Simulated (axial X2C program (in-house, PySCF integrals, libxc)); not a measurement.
# Which molecule has these constants?

Calculated with an in-house all-electron X2C program for linear molecules (integrals from PySCF), spin-free (one-electron X2C) or two-component (2c: spin–orbit coupling with atomic mean-field Coulomb and Gaunt terms, which also bring small scalar terms), in Dyall basis sets with cores contracted in-house; open shells are unrestricted.

A two-component PBE0 calculation in a Dyall 3-zeta basis gave Re = 1.543 Å, ωe = 1979.7 cm⁻¹, Ω = 5/2.

Problem. Which molecule is it?
A. NaRh⁻
B. LiRh⁻
C. RhH⁻

Solution. C. The others have NaRh⁻ 2.961 Å and 136.9 cm⁻¹ (Ω = 7/2); LiRh⁻ 2.277 Å and 338.1 cm⁻¹ (Ω = 5/2).

Each entry is the lowest single determinant of a limited PBE0 search at one distance. De goes to single-determinant-based atoms at the same level (for ions the charge split of lowest energy) and is withheld (n/a) where an atom does not fit its ground term or J level. Main or longest-lived isotopes. One determinant is a doubtful description, or other states lie close, for RhH⁻, NaRh⁻, LiRh⁻; these need not be ground states, and all values refer to the states named. With several unpaired electrons the Ω given is that of one determinant, not necessarily of the lowest component. The functionals have no current term, which raises determinants with orbital currents. Where the atoms have a lower orbital projection than the molecule, De at mean-field level may be about a tenth of an eV too small.
